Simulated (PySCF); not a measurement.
C2H4BFO2, SMILES CC(=O)B(O)F. Atoms are numbered in the order given.

```xyz
10

C     -0.8225     1.8283     0.0000
C      0.2354     0.7581     0.0000
O      1.4315     1.0155     0.0000
B     -0.1415    -0.8158     0.0000
O      0.8739    -1.6854     0.0000
F     -1.4000    -1.2384     0.0000
H     -1.4753     1.7055     0.8814
H     -1.4753     1.7055    -0.8814
H     -0.3676     2.8283     0.0000
H      1.7048    -1.1743     0.0000
```
Charge 0, spin multiplicity 1.

Geometry optimised at B3LYP-D3(BJ)/def2-SVP. This is a generated structure with no PubChem entry under its InChIKey; it may be hypothetical. One conformer was computed; it need not be the lowest.

Two levels are set side by side: PBE/pcSseg-1 (PySCF) and PBE0/pcSseg-1 (PySCF). GIAO shifts against BF3 (¹¹B), CFCl3 (¹⁹F), H2O (¹⁷O), TMS (¹H), TMS (¹³C) at the same level; non-relativistic, no solvent, atoms listed together averaged. Differences are taken from unrounded values.

```json
[
 {"quantity": "δ(¹³C) of C1 (ppm)", "PBE": "38.8"},
 {"quantity": "δ(¹³C) of C2 (ppm)", "PBE": "234.8"},
 {"quantity": "δ(¹⁷O) of O3 (ppm)", "PBE": "801.7"},
 {"quantity": "δ(¹¹B) of B4 (ppm)", "PBE": "3.7"},
 {"quantity": "δ(¹⁷O) of O5 (ppm)", "PBE": "151.2"},
 {"quantity": "δ(¹⁹F) of F6 (ppm)", "PBE": "-149.3"},
 {"quantity": "δ(¹H) of H10 (ppm)", "PBE": "6.95"}
]
```

Q: These are the PBE values. What does PBE0 give? (Estimate from the structure and the level; the computed values follow.)

A: 
```
quantity              PBE0  PBE minus PBE0
------------------  ------  --------------
δ(¹³C) of C1 (ppm)    37.9             0.8
δ(¹³C) of C2 (ppm)   237.4            -2.6
δ(¹⁷O) of O3 (ppm)   818.1           -16.4
δ(¹¹B) of B4 (ppm)     4.5            -0.7
δ(¹⁷O) of O5 (ppm)   139.2            12.1
δ(¹⁹F) of F6 (ppm)  -131.5           -17.8
δ(¹H) of H10 (ppm)    6.88            0.07
```

Rough cost on one machine, each run with all the roots and properties that it gave: PBE0 against PBE within a factor of 2.
